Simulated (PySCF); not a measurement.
BiF5.
SMILES: `[F][Bi]([F])([F])([F])[F]`

The calculation used PBE0-D3(BJ)/def2-SVP geometry optimisation, gas phase, def2 core potentials past Kr (PySCF 2.14.0).

Take the most abundant isotopes and a rigid rotor. 

(1) Give the principal moments of inertia and the rotational constants in MHz.

(2) What kind of rotor is it?

(3) Is it planar, by Δ = Ic − Ia − Ib?

(4) Give the coordinates in the principal-axis frame, origin at the centre of mass.

(5) Which lines would a microwave search look for?

## Answers

(1) Ia = 225.81, Ib = 258.50, Ic = 270.59 u·Å²; 505379 MHz·u·Å²/I gives A = 2238, B = 1955, C = 1868 MHz.

(2) An asymmetric top: κ = (2 × 1955 − 2238 − 1868)/(2238 − 1868) = -0.53.

(3) Not planar: Δ = Ic − Ia − Ib = -213.72 u·Å². For a rigid frame Δ = −2 Σ m c², so Σ m c² = 106.86 u·Å² lies off the ab plane. The atom farthest from that plane is 1.96 Å away.

(4) The sense of each axis is arbitrary; atoms in the order of the calculation.
| atom | mass (u) | a (Å) | b (Å) | c (Å) |
| --- | --- | --- | --- | --- |
| Bi1 | 208.980 | 0.000 | -0.002 | 0.004 |
| F2 | 18.998 | 1.998 | -0.022 | 0.035 |
| F3 | 18.998 | -1.997 | -0.018 | 0.050 |
| F4 | 18.998 | -0.010 | 0.334 | -1.955 |
| F5 | 18.998 | 0.007 | 1.611 | 1.171 |
| F6 | 18.998 | 0.000 | -1.885 | 0.653 |

(5) The dipole components are |μa| = 0.01 D, |μb| = 0.06 D, |μc| = 0.14 D. Intensities carry the squares of the components, which stand as 0.00 : 0.20 : 1.00 (a : b : c). Some lines, for components of 0.1 D or more:

| type | branch | J(Ka,Kc) | MHz | lower level (cm⁻¹) |
| --- | --- | --- | --- | --- |
| c | Q | 5(2,4) ← 5(1,4) | 426 | 1.940 |
| c | Q | 4(2,3) ← 4(1,3) | 584 | 1.299 |
| c | Q | 3(2,2) ← 3(1,2) | 730 | 0.784 |
| c | Q | 2(2,1) ← 2(1,1) | 849 | 0.398 |
| c | Q | 4(3,2) ← 4(2,2) | 1461 | 1.326 |
| c | Q | 3(3,1) ← 3(2,1) | 1561 | 0.811 |
| c | Q | 4(4,1) ← 4(3,1) | 2247 | 1.375 |
| c | Q | 5(5,1) ← 5(4,1) | 2903 | 2.089 |
| c | R | 2(1,1) ← 1(0,1) | 8103 | 0.128 |
| c | R | 2(2,1) ← 1(1,1) | 8669 | 0.137 |
| c | R | 3(1,2) ← 2(0,2) | 12062 | 0.382 |
| c | R | 3(2,1) ← 2(1,1) | 12400 | 0.398 |
| c | R | 3(3,0) ← 2(2,0) | 13097 | 0.427 |
| c | R | 3(3,1) ← 2(2,1) | 13112 | 0.426 |
| c | R | 4(1,3) ← 3(0,3) | 16083 | 0.762 |
| c | R | 4(2,2) ← 3(1,2) | 16233 | 0.784 |
| c | R | 4(2,3) ← 3(1,3) | 16530 | 0.767 |
| c | R | 4(3,2) ← 3(2,2) | 16963 | 0.809 |
| c | R | 4(4,0) ← 3(3,0) | 17580 | 0.864 |
| c | R | 4(4,1) ← 3(3,1) | 17582 | 0.863 |
| c | R | 5(2,3) ← 4(1,3) | 20120 | 1.299 |
| c | R | 5(2,4) ← 4(1,4) | 20518 | 1.270 |
| c | R | 5(3,2) ← 4(2,2) | 20672 | 1.326 |
| c | R | 5(3,3) ← 4(2,3) | 20840 | 1.318 |
| c | R | 5(4,1) ← 4(3,1) | 21401 | 1.375 |
| c | R | 5(4,2) ← 4(3,2) | 21414 | 1.375 |
| c | R | 5(5,0) ← 4(4,0) | 22057 | 1.450 |
| c | R | 5(5,1) ← 4(4,1) | 22057 | 1.450 |

Atoms past krypton carry def2 core potentials. Not checked by PBE0-D3(BJ)/def2-SVP frequencies. No vibrational averaging or centrifugal distortion is included, and the geometry carries the error of its method.
